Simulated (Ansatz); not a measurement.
Frontier orbitals of F$_{2}$HO$_{2}$Ta (`[O]=[Ta]([OH])([F])[F]`).

```json
{"atom": "O1", "x (Å)": "0.8437", "y (Å)": "-1.0881", "z (Å)": "-1.1481"}
{"atom": "Ta2", "x (Å)": "0.3014", "y (Å)": "-0.2320", "z (Å)": "0.2321"}
{"atom": "O3", "x (Å)": "-1.0685", "y (Å)": "0.9472", "z (Å)": "-0.3110"}
{"atom": "F4", "x (Å)": "-0.3681", "y (Å)": "-1.4737", "z (Å)": "1.4692"}
{"atom": "F5", "x (Å)": "1.7488", "y (Å)": "0.7371", "z (Å)": "0.9296"}
{"atom": "H6", "x (Å)": "-1.4574", "y (Å)": "1.1095", "z (Å)": "-1.1717"}
```

Total charge 0; spin multiplicity 1. Correlated methods include outer-core shells of Ta, which these sets cover unevenly. Ta: def2 effective core potential. All single points use the PBE0-D4/def2-TZVP geometry. It is one conformer, not always the lowest. Basis def2-TZVPP, Ansatz.

Orbital energies of one run (eV). Highest occupied ones, from the top: -12.25, -12.33, -12.54, -13.34, -13.78, -14.90, -15.44, -15.71, -15.72, -16.27, -16.32, -17.98, -27.94, -31.17. Empty: 0.58, 1.18, 1.38, 2.15, 2.30, 2.77.

Task: Which functional gave them?
A. BHLYP
B. r2SCAN
C. ωB97M-V
D. LC-ωPBE

Result: C. HOMO energies: ωB97M-V -12.25, BHLYP -11.38, r2SCAN -8.56, LC-ωPBE -12.68 eV.

LC-ωPBE has ω = 0.4 bohr⁻¹.
